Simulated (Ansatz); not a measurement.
The same path of CH₉BGeOSi (14 atoms, charge 0, multiplicity 1) was run twice with different band settings. The coordinate that changes most is the dihedral Si3–C4–Ge5–H13.

All numbers below come from RKS BHLYP-D4/def2-SVP (Ansatz 0.2.0).

Relaxed end points:

```xyz
14
Properties=species:S:1:pos:R:3
B -0.689 2.049 1.598
O -0.432 1.326 0.501
Si -1.220 0.134 -0.372
C -0.111 -1.355 -0.426
Ge 1.784 -0.950 -0.753
H -1.720 1.887 2.204
H 0.127 2.851 1.962
H -2.521 -0.150 0.276
H -1.444 0.668 -1.732
H -0.460 -2.029 -1.216
H -0.178 -1.906 0.518
H 1.916 0.023 -1.929
H 2.411 -0.328 0.496
H 2.525 -2.247 -1.096
```

```xyz
14
Properties=species:S:1:pos:R:3
B -0.330 1.144 2.413
O -0.234 0.990 1.088
Si -1.211 0.393 -0.134
C -0.303 -1.003 -0.956
Ge 1.599 -0.646 -1.300
H -1.330 0.800 2.994
H 0.597 1.628 3.005
H -2.501 -0.035 0.454
H -1.439 1.500 -1.086
H -0.788 -1.227 -1.912
H -0.371 -1.907 -0.342
H 2.151 -1.717 -2.248
H 1.761 0.730 -1.956
H 2.386 -0.681 0.010
```

Common settings: movable images 5; spring 5.0 eV/Å²; start path IDPP; force threshold 0.05 eV/Å; end points relaxed.

| run | climbing image | optimiser | iteration limit |
| --- | --- | --- | --- |
| 1 | yes | quadratic models (default) | 58 |
| 2 | from the first iteration | lbfgs | 60 |

What does each run give, and how far can it be trusted?

Run 1: converged after 9 iterations, highest image 0.047 eV above the first end. A vibrational analysis at the climbing image gives one clearly imaginary mode, 89i cm⁻¹: a first-order saddle point.
Run 2: converged after 33 iterations, highest image 0.047 eV above the first end. Another band between the same ends (5 images) ends at a top of the same energy, where a vibrational analysis finds 1 clearly imaginary mode.
